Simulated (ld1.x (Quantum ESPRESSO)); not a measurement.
What one change does to a pseudopotential (Bi, TM)

Bi, norm-conserving Troullier–Martins (Kleinman–Bylander form), made with ld1.x (Quantum ESPRESSO) 7.5 (LDA (PZ), fully relativistic). Core [Xe] 4f14, reference 5d10 6s2 6p1 (charge +2). Waves: 6s (bound): rc 1.70 bohr; 6p (bound): rc 2.05 bohr; 5d (bound): rc 1.50 bohr. Local part: all-electron potential smoothed inside 1.45 bohr (lloc = -2). Core correction: none.

Open shells are filled in proportion to 2j + 1 (rel_dist='average').

Change: functional PBE.

Cutoffs: the cutoffs (Ry, on a coarse ladder) from which the occupation-weighted sum of valence levels, in a spherical-Bessel basis at the reference potential, stays within 10 and 1 mRy of its value at 400 Ry; they do not see the model core or the augmentation charge, which bear on the density cutoff. Errors are all-electron minus pseudo energies relative to the spin-unpolarised reference configuration.

Problem. Predict the effect on cutoff, ghosts and configuration errors.

Solution. The potential gets neither clearly harder nor softer (60 Ry and 100 Ry → 60 Ry and 100 Ry); both files keep a bound ghost (s); of the 7 tests that both files solve, the error grows in 3 and shrinks in 0 by more than 15 % and 0.3 meV (median size 28.2 → 32.4 meV).

| quantity | base | changed |
| --- | --- | --- |
| cutoff, loose | 60 Ry | 60 Ry |
| cutoff, tight | 100 Ry | 100 Ry |
| bound ghosts | s | s |
| error for 5d10 6s2 6p3, meV [ΔE -24.05 → -23.48 eV] | +28 | +32 |
| error for 5d10 6s2 6p2, meV [ΔE -15.75 → -15.42 eV] | +7.8 | +9.4 |
| error for 5d10 6s2 6p0, meV [ΔE 23.93 → 23.56 eV] | -0.7 | +3.1 |
| error for 5d10 6s1 6p4, meV [ΔE -14.11 → -13.63 eV] | +13 | +19 |
| error for 5d9 6s2 6p4, meV [ΔE -0.23 → 0.42 eV] | -214 | -223 |
| error for 5d9 6s2 6p3, meV [ΔE 9.26 → 9.70 eV] | -163 | -172 |
| error for 5d10 6s2 6p3.3, meV [ΔE -25.25 → -24.62 eV] | +35 | +40 |
| s: phases at 2.25 bohr within 0.05 rad from the reference energy up to (Ry; the scan ends near 5) | 4.2 | 4.2 |
| p1/2: phases at 2.25 bohr within 0.05 rad from the reference energy up to (Ry; the scan ends near 5) | -0.1 | -0.1 |
| p3/2: phases at 2.25 bohr within 0.05 rad from the reference energy up to (Ry; the scan ends near 5) | -1.0 | -0.9 |
| d3/2: phases at 2.25 bohr within 0.05 rad from the reference energy up to (Ry; the scan ends near 5) | to the end of the scan | to the end of the scan |
| d5/2: phases at 2.25 bohr within 0.05 rad from the reference energy up to (Ry; the scan ends near 5) | to the end of the scan | to the end of the scan |

 A true bound ghost makes a file unfit for plane-wave use even where its test errors are small: the radial tests pick states by their node count and pass the ghost by.
